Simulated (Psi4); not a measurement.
F4Ti, singlet, at a GFN2-xTB geometry (such geometries of metal compounds can be far from the true shape).

Psi4 was given this input:
```
memory 2 GB

molecule mol {
0 1
  Ti   -0.000000    0.000000   -0.000000
  F     1.096059    0.788255   -1.020066
  F     0.839422   -1.055730    1.021778
  F    -1.106691   -0.877685   -0.931735
  F    -0.828790    1.145160    0.930023
}

set basis def2-svp
set reference rks

energy('pbe0')
print_variables()
```

Question: What does this run give for the number of basis functions, total energy, nuclear repulsion energy, dipole moment?

Answer: 
- number of basis functions = 87
- total energy = -1248.119958 Ha
- nuclear repulsion energy = 340.7576 Eh
- dipole moment = 0.00 D
